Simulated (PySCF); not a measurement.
Compound: C₄H₅F₃OS.
Atom-mapped SMILES: `[CH3:1][C:2](=[S:3])[CH2:4][O:5][C:6]([F:7])([F:8])[F:9]` (hydrogens: H10, H11, H12 on C1; H13, H14 on C4)

Computed geometry: GFN2-xTB, gas phase.

(1) Give the optimised bond lengths and angles.

Answers

(1) 
```tsv
bond	length (Å)	order
C1–C2	1.480	single
C2=S3	1.620	double
C2–C4	1.502	single
C4–O5	1.438	single
O5–C6	1.318	single
C6–F7	1.325	single
C6–F8, C6–F9	1.346	single
C1–H10, C1–H11, C1–H12	1.089	single
C4–H13, C4–H14	1.098	single
```

Bonds in one row agree within 0.01 Å and their mean is given. Orders are formal, as drawn. A selection of angles:
```tsv
angle	degrees
C2–C1–H10	110.6
C2–C1–H11	110.1
H10–C1–H11	110.1
H11–C1–H12	106.6
C1–C2–S3	123.5
C1–C2–C4	117.8
S3–C2–C4	118.7
C2–C4–O5	110.5
C2–C4–H13	109.2
O5–C4–H13	109.5
H13–C4–H14	107.9
C4–O5–C6	115.1
O5–C6–F7	109.7
O5–C6–F8	113.5
F7–C6–F8	107.1
F8–C6–F9	105.1
```

Dihedral angles: C1–C2–C4–O5 -8° (synperiplanar); C2–C4–O5–C6 175° (antiperiplanar); C4–O5–C6–F7 179° (antiperiplanar). The mirror-image conformer, all signs reversed, is as good.

The C–F distances run from 1.325 Å (C6–F7, drawn single) to 1.347 Å (C6–F8, drawn single), a spread of 0.022 Å. The C–O distances run from 1.318 Å (O5–C6, drawn single) to 1.438 Å (C4–O5, drawn single), a spread of 0.120 Å. The C–C distances run from 1.480 Å (C1–C2, drawn single) to 1.502 Å (C2–C4, drawn single), a spread of 0.022 Å. Of the pairs four or more bonds apart, F8···H13 is among the closest relative to their van der Waals radii: 2.46 Å, 92 % of the sum of Bondi's values.

Point group: C1 (no symmetry element, even within 0.4 Å). No frequency check. One conformer, not necessarily the lowest.
